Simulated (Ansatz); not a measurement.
Reactions of BGeH$_{8}$NSi (`N[B]([SiH3])[GeH3]`).

Gas-phase electronic energies from Ansatz, PBE0-D4/def2-TZVP geometries. CBS: MP2 limit from def2 TZ/QZ plus the TZ coupled-cluster correction, frozen cores. This one scheme is used for every species. For Ge outer-core shells are correlated without core-valence functions, which leaves a few kJ/mol of doubt a bond. Scalar relativity is left out up to krypton. One conformer a species, not always the lowest.

Question: Order these by ΔE at CCSD(T)/CBS, lowest first. (Estimate.)
A. `N[B]([SiH3])[GeH3]` + `Cl[B](Cl)[GeH3]` → `[SiH3][GeH2][B](Cl)Cl` + `N[BH][GeH3]`
B. `N[B]([SiH3])[GeH3]` + `ClC1C[SiH2]1` → `[SiH3]C1(Cl)C[SiH2]1` + `N[BH][GeH3]`
C. `N[B]([SiH3])[GeH3]` + CH₄ → `CB(N)[SiH3]` + GeH₄
D. `N[B]([SiH3])[GeH3]` + `CC[SiH2]N` → `CC[SiH](N)[SiH3]` + `N[BH][GeH3]`
E. `N[B]([SiH3])[GeH3]` + `CNCF` → `CN([SiH3])CF` + `N[BH][GeH3]`
F. `N[B]([SiH3])[GeH3]` + `OC(O)[SiH3]` → `OC([SiH3])O[SiH3]` + `N[BH][GeH3]`

Answer: F (-95.3 kJ/mol), E (-52.0 kJ/mol), A (-37.1 kJ/mol), B (-22.7 kJ/mol), D (-8.7 kJ/mol), C (+6.6 kJ/mol).

Largest T1 diagnostic: 0.013, for `N[B]([SiH3])[GeH3]`.
